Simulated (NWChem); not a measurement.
Molecule: Si$_{4}$H$_{9}$, doublet; SMILES [SiH]([SiH3])([SiH2])[SiH3]

```xyz
13

Si    -1.5698     1.6209     0.1757
Si    -0.0335     0.0629    -0.6393
Si    -0.5537    -2.0756     0.2092
Si     2.1217     0.6753     0.0801
H     -2.9953     1.3741    -0.2521
H     -1.5086     1.7511     1.6775
H     -0.0935     0.0440    -2.1467
H      0.4211    -3.1131    -0.2867
H     -1.9451    -2.4803    -0.1976
H     -0.4809    -2.0240     1.7119
H      3.1382    -0.3380    -0.3750
H      2.5042     2.0284    -0.4562
H      2.1330     0.7276     1.5848
```
Atoms are numbered in this order, from 1.

Program: NWChem. Spin-unrestricted. Geometry: optimised at PBE-D3(BJ)/def2-SVP, spin-unrestricted. No stability test was run on the SCF state. Level: PBE/def2-SVP with SMD (1 M gas to 1 M solution), gas-phase geometry. Reactions with the solvent are ignored.

| solvent | dielectric constant | solvation free energy (kcal/mol) | cavity-dispersion-structure term (kcal/mol) | dipole in solution (D) |
|---|---|---|---|---|
| water | 78.4 | 4.6 | 5.0 | 0.26 |
| 2-propanol | 19.3 | -0.9 | -0.5 | 0.26 |
| diethyl ether | 4.24 | -1.2 | -0.9 | 0.24 |
| benzene | 2.27 | -1.1 | -0.9 | 0.21 |
| chloroform | 4.71 | -1.1 | -0.8 | 0.24 |
